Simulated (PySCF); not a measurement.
Precursor series Zn OH-CH3. Gas-phase values, no solvent. One relaxed conformer stands for each flexible species; it need not be the lowest.

These are B3LYP-D3(BJ)/def2-TZVP // PBE-D3(BJ)/def2-SVP (PySCF) values and carry that method's errors. B3LYP has the VWN-RPA correlation part, as in Gaussian. 

```csv
species,LUMO (eV),HOMO–LUMO gap (eV)
0 of 2 OH replaced by CH3 ([Zn(OH)2]),-1.53,6.63
1 of 2 OH replaced by CH3 ([Zn(OH)(CH3)]),-0.71,(withheld)
2 of 2 OH replaced by CH3 ([Zn(CH3)2]),-0.10,6.85
```

Fill in the missing entries.


- 1 of 2 OH replaced by CH3 ([Zn(OH)(CH3)]), HOMO–LUMO gap (eV): 7.01
